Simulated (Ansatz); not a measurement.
System: SiH (charge 0, doublet). 
Coordinates optimised at B3LYP-D3(BJ)/def2-TZVP (Ansatz, a quantum-chemistry and plane-wave program):
SMILES: [SiH]
```xyz
2

Si     0.0000     0.0000    -0.1020
H      0.0000     0.0000     1.4276
```
Charge 0, spin multiplicity 2.

### Question
Give the harmonic wavenumbers at B3LYP-D3(BJ)/def2-TZVP (Ansatz, finite differences of forces, unscaled).

### Answer
2010 cm⁻¹. Zero-point energy 2.9 kcal/mol.

### Question
From these and the geometry, give the ideal-gas thermochemistry at 298.15 K and 1 atm (rigid rotor, harmonic oscillator).

### Answer
Point group C∞v, rotational symmetry number 1. Rotational constants 222, 222 GHz. S(trans) 36.04, S(rot) 8.61, S(vib) 0.00, S(elec, spin only) 1.38, S 46.0 cal/(mol K). H(298) - H(0) 2.07 kcal/mol; G - E(el) -8.8 kcal/mol.
